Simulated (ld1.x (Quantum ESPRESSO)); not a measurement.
**revPBE PAW dataset for oxygen (O), fully relativistic all-electron reference.**

The input file (ld1.x (Quantum ESPRESSO) 7.5):

```
&input
   title='O', zed=8., rel=2, dft='REVPBE', iswitch=3,
   config='[He] 2s2 2p4', rel_dist='average',
   nld=3, rlderiv=1.35, eminld=-4.0, emaxld=5.0, deld=0.02
 /
 &inputp
   pseudotype=3, lpaw=.true., tm=.true., lloc=-2, rcloc=1.10,
   nlcc=.false.,
   which_augfun='GAUSS', rmatch_augfun=0.65,
   file_pseudopw='O.UPF', file_wfcaegen='ae.wfc', file_wfcncgen='nc.wfc', file_beta='beta', file_chi='chi', file_wfcusgen='us.wfc'
 /
4
2S  1  0   2.00   0.00  0.65  0.70  0.0
2S  1  0   0.00   0.60  0.65  0.70  0.0
2P  2  1   4.00   0.00  1.10  1.25  0.0
2P  2  1   0.00   0.05  1.10  1.25  0.0
 &test
   configts(1)='2s2 2p4'
 /
```

Command:

```bash
ld1.x < O.in > O.out
```

Output (shortened: banner, matrices, multipoles, cross overlaps and the repeated all-electron block are left out):

```
Program LD1 v.7.5
     --------------------------- All-electron run ----------------------------

     O
     dirac relativistic calculation

     atomic number is  8.00
     dft =REVPBE   lsd =0 sic =0 latt =0  beta=0.20 tr2=1.0E-14
     Exchange-correlation= REVPBE
                           (   1   4   4   4   0   0   0)
     mesh =1095 r(mesh) =  99.04343 a.u. xmin = -7.00 dx = 0.01250
     1 Ry =  13.60569312 eV, c = 137.03599908

     n l j   nl                  e(Ry)          e(Ha)          e(eV)
     Spin orbit split results
     1 0 0.5 1S 1( 2.00)       -37.8500       -18.9250      -514.9756
     2 0 0.5 2S 1( 2.00)        -1.7638        -0.8819       -23.9973
     2 1 0.5 2P 1( 1.33)        -0.6610        -0.3305        -8.9935
     2 1 1.5 2P 1( 2.67)        -0.6583        -0.3292        -8.9572
     Averaged results
     1 0     1S 1( 2.00)       -37.8500       -18.9250      -514.9756
     2 0     2S 1( 2.00)        -1.7638        -0.8819       -23.9973
     2 1     2P 1( 4.00)        -0.6592        -0.3296        -8.9693

     final scf error:  2.4E-15 reached in  22 iterations

     Etot =    -150.122266 Ry,     -75.061133 Ha,   -2042.517479 eV

     Ekin =     149.927033 Ry,      74.963516 Ha,    2039.861201 eV
     Encl =    -356.252918 Ry,    -178.126459 Ha,   -4847.067873 eV
     Eh   =      72.880382 Ry,      36.440191 Ha,     991.588117 eV
     Exc  =     -16.676763 Ry,      -8.338382 Ha,    -226.898924 eV

     normalization and overlap integrals

     s(1S/1S) =  1.000000  <r> =   0.1993  <r2> =    0.0537  r(max) =   0.1298
     s(2S/2S) =  1.000000  <r> =   1.1378  <r2> =    1.5751  r(max) =   0.8677
     s(2P/2P) =  1.000000  <r> =   1.2646  <r2> =    2.1345  r(max) =   0.8254
     s(2P/2P) =  1.000000  <r> =   1.2669  <r2> =    2.1421  r(max) =   0.8254

     ------------------------ End of All-electron run ------------------------

     --------------------- Generating PAW atomic setup --------------------

      Generating local potential from pseudized AE potential:
      Matching radius rcloc =   1.1000
      Enforcing V''(0)=0 (lloc=-2)

      Local pseudo, rcloc= 1.100 Estimated cut-off energy=    25.44 Ry

      Computing core charge for PAW:

       r > 0.34 : true rho core
       r < 0.34 : rho core = a sin(br)/r    a=  12.51  b=   7.54

      Integrated core pseudo-charge :   0.83

     Fully relativistic calculation: |psi|^2

     Wfc 2S LC norm =  0.99991437 SC norm =  0.00007939 missing  0.00000624
     Speed at rcutus      2.214 a.u.,  v/c =  0.016153,  (v/c)^2 =  0.00026091

     Wfc 2P LC norm =  0.99993250 SC norm =  0.00006722 missing  0.00000029
     Speed at rcutus      0.960 a.u.,  v/c =  0.007008,  (v/c)^2 =  0.00004911

     Wfc 2P LC norm =  0.99993267 SC norm =  0.00005714 missing  0.00001019
     Speed at rcutus      0.961 a.u.,  v/c =  0.007015,  (v/c)^2 =  0.00004920
      Wfc-us  2S rcutus= 0.702  Estimated cut-off energy=    85.69 Ry
      Wfc-us  2S rcutus= 0.702  Estimated cut-off energy=    88.97 Ry
      Wfc-us  2P rcutus= 1.247  Estimated cut-off energy=    49.81 Ry
      Wfc-us  2P rcutus= 1.247  Estimated cut-off energy=    49.80 Ry
      Wfc-us  2P rcutus= 1.247  Estimated cut-off energy=    52.77 Ry
      Wfc-us  2P rcutus= 1.247  Estimated cut-off energy=    52.74 Ry

     Required augmentation: GAUSS   radius:    0.650000
     Message from routine us2paw:
     GAUSS augmentation functions are ususally harder than BESSEL; use BESSEL instead unless you have discontinuity in local potential

     Estimated PAW energy =  -41.282162 Ryd

     ------------------- End of pseudopotential generation -------------------

     Computing logarithmic derivative in   1.35233
     Computing logarithmic derivative in   1.35233
     Computing the partial wave expansion
     R is outside the sphere for l=    0 j= 0.50
     R is outside the sphere for l=    0 j= 0.50
     R is outside the sphere for l=    1 j= 0.50
     R is outside the sphere for l=    1 j= 0.50
     R is outside the sphere for l=    1 j= 1.50
     R is outside the sphere for l=    1 j= 1.50

     ---------------------- Testing the pseudopotential ----------------------

     O
     dirac relativistic calculation

     atomic number is  8.00   valence charge is  6.00
     dft = SLA  PW   REVX PBC   lsd =0 sic =0 latt =0  beta=0.20 tr2=1.0E-14
     mesh =1095 r(mesh) =  99.04343 xmin = -7.00 dx = 0.01250

     n l  j  nl             e AE (Ry)       e PS (Ry)    De AE-PS (Ry)
     1 0 0.5 2S   1( 2.00)       -1.76377       -1.76378        0.00001
     2 1 0.5 2P   1( 1.33)       -0.66101       -0.66100       -0.00001
     2 1 1.5 2P   1( 2.67)       -0.65834       -0.65834        0.00000

     eps = 2.3E-15  iter =  4

     Etot =    -150.122266 Ry,     -75.061133 Ha,   -2042.517479 eV
     Etotps =   -41.282182 Ry,     -20.641091 Ha,    -561.672701 eV

     Ekin =      33.147216 Ry,      16.573608 Ha,     450.990855 eV
     Encl =     -85.113482 Ry,     -42.556741 Ha,   -1158.027915 eV
     Ehrt =      27.360889 Ry,      13.680445 Ha,     372.263865 eV
     Ecxc =     -16.676806 Ry,      -8.338403 Ha,    -226.899506 eV

     ---------------------- End of pseudopotential test ----------------------
```

Generation and configuration tests took about 4.1 s on one core of a shared server CPU.

Transferability test of the new file with ld1.x, input:

```
&input
   title='O', zed=8., rel=2, dft='REVPBE', iswitch=2,
   config='[He] 2s2 2p4', rel_dist='average'
 /
 &test
   file_pseudo='O.UPF', nconf=8,
   configts(1)='2s2 2p4',
   configts(2)='2s2 2p3',
   configts(3)='2s2 2p2',
   configts(4)='2s2 2p1',
   configts(5)='2s2 2p0',
   configts(6)='2s1 2p4',
   configts(7)='2s1 2p5',
   configts(8)='2s2 2p4.3'
 /
```

```bash
ld1.x < O.test.in > O.test.out
```

Pseudopotential blocks of its output, shortened (energy terms left out; the distinct warnings before each block abridged to one line each):

```
     ---------------------- Testing the pseudopotential ----------------------

     n l  j  nl             e AE (Ry)       e PS (Ry)    De AE-PS (Ry)
     1 0 0.5 2S   1( 2.00)       -1.76377       -1.76378        0.00001
     2 1 0.5 2P   1( 1.33)       -0.66101       -0.66100       -0.00001
     2 1 1.5 2P   1( 2.67)       -0.65834       -0.65834        0.00000

     eps = 2.3E-15  iter =  4

     Etot =    -150.122266 Ry,     -75.061133 Ha,   -2042.517479 eV
     Etotps =   -41.282182 Ry,     -20.641091 Ha,    -561.672701 eV

     ---------------------- End of pseudopotential test ----------------------

          ---------------------- Testing the pseudopotential ----------------------

     n l  j  nl             e AE (Ry)       e PS (Ry)    De AE-PS (Ry)
     1 0 0.5 2S   1( 2.00)       -2.91894       -2.91919        0.00026
     2 1 0.5 2P   1( 1.00)       -1.79473       -1.79483        0.00009
     2 1 1.5 2P   1( 2.00)       -1.79151       -1.79162        0.00010

     eps = 7.5E-15  iter =  9

     Etot =    -148.919006 Ry,     -74.459503 Ha,   -2026.146302 eV
     Etotps =   -40.078895 Ry,     -20.039448 Ha,    -545.301153 eV
     dEtot_ae =       1.203259 Ry
     dEtot_ps =       1.203287 Ry,   Delta E=      -0.000027 Ry

     ---------------------- End of pseudopotential test ----------------------

          ---------------------- Testing the pseudopotential ----------------------

     n l  j  nl             e AE (Ry)       e PS (Ry)    De AE-PS (Ry)
     1 0 0.5 2S   1( 2.00)       -4.29296       -4.29407        0.00111
     2 1 0.5 2P   1( 0.67)       -3.17560       -3.17618        0.00057
     2 1 1.5 2P   1( 1.33)       -3.17175       -3.17233        0.00058

     eps = 2.0E-15  iter =  7

     Etot =    -146.455101 Ry,     -73.227551 Ha,   -1992.623164 eV
     Etotps =   -37.614692 Ry,     -18.807346 Ha,    -511.773950 eV
     dEtot_ae =       3.667165 Ry
     dEtot_ps =       3.667491 Ry,   Delta E=      -0.000326 Ry

     ---------------------- End of pseudopotential test ----------------------

          ---------------------- Testing the pseudopotential ----------------------

     n l  j  nl             e AE (Ry)       e PS (Ry)    De AE-PS (Ry)
     1 0 0.5 2S   1( 2.00)       -5.84729       -5.84991        0.00262
     2 1 0.5 2P   1( 0.33)       -4.76977       -4.77080        0.00104
     2 1 1.5 2P   1( 0.67)       -4.76519       -4.76624        0.00105

     eps = 9.2E-15  iter =  7

     Etot =    -142.501874 Ry,     -71.250937 Ha,   -1938.836766 eV
     Etotps =   -33.660592 Ry,     -16.830296 Ha,    -457.975680 eV
     dEtot_ae =       7.620392 Ry
     dEtot_ps =       7.621591 Ry,   Delta E=      -0.001199 Ry

     ---------------------- End of pseudopotential test ----------------------

          Warning: convergence not achieved
     ---------------------- Testing the pseudopotential ----------------------

     n l  j  nl             e AE (Ry)       e PS (Ry)    De AE-PS (Ry)
     1 0 0.5 2S   1( 2.00)       -7.55360       -7.55711        0.00351
     2 1 0.5 2P   1( 0.00)       -6.55057       -6.55178        0.00122
     2 1 1.5 2P   1( 0.00)       -6.54517       -6.54641        0.00124

     eps = 9.7E-07  iter =201

     Etot =    -136.859379 Ry,     -68.429689 Ha,   -1862.066706 eV
     Etotps =   -28.018548 Ry,     -14.009274 Ha,    -381.211769 eV
     dEtot_ae =      13.262887 Ry
     dEtot_ps =      13.263634 Ry,   Delta E=      -0.000747 Ry

     ---------------------- End of pseudopotential test ----------------------

          ---------------------- Testing the pseudopotential ----------------------

     n l  j  nl             e AE (Ry)       e PS (Ry)    De AE-PS (Ry)
     1 0 0.5 2S   1( 1.00)       -2.92929       -2.92965        0.00036
     2 1 0.5 2P   1( 1.33)       -1.80385       -1.80416        0.00031
     2 1 1.5 2P   1( 2.67)       -1.80065       -1.80097        0.00032

     eps = 9.3E-15  iter =  8

     Etot =    -147.792018 Ry,     -73.896009 Ha,   -2010.812842 eV
     Etotps =   -38.951866 Ry,     -19.475933 Ha,    -529.967129 eV
     dEtot_ae =       2.330248 Ry
     dEtot_ps =       2.330317 Ry,   Delta E=      -0.000069 Ry

     ---------------------- End of pseudopotential test ----------------------

          ---------------------- Testing the pseudopotential ----------------------

     n l  j  nl             e AE (Ry)       e PS (Ry)    De AE-PS (Ry)
     1 0 0.5 2S   1( 1.00)       -1.79750       -1.79747       -0.00003
     2 1 0.5 2P   1( 1.67)       -0.69268       -0.69273        0.00005
     2 1 1.5 2P   1( 3.33)       -0.69000       -0.69005        0.00005

     eps = 6.8E-16  iter =  9

     Etot =    -149.016649 Ry,     -74.508325 Ha,   -2027.474797 eV
     Etotps =   -40.176648 Ry,     -20.088324 Ha,    -546.631137 eV
     dEtot_ae =       1.105617 Ry
     dEtot_ps =       1.105535 Ry,   Delta E=       0.000082 Ry

     ---------------------- End of pseudopotential test ----------------------

          ---------------------- Testing the pseudopotential ----------------------

     n l  j  nl             e AE (Ry)       e PS (Ry)    De AE-PS (Ry)
     1 0 0.5 2S   1( 2.00)       -1.47094       -1.47094       -0.00001
     2 1 0.5 2P   1( 1.43)       -0.37860       -0.37859       -0.00000
     2 1 1.5 2P   1( 2.87)       -0.37608       -0.37608        0.00000

     eps = 8.6E-16  iter = 15

     Etot =    -150.276924 Ry,     -75.138462 Ha,   -2044.621708 eV
     Etotps =   -41.436840 Ry,     -20.718420 Ha,    -563.776931 eV
     dEtot_ae =      -0.154658 Ry
     dEtot_ps =      -0.154658 Ry,   Delta E=       0.000000 Ry

     ---------------------- End of pseudopotential test ----------------------
```
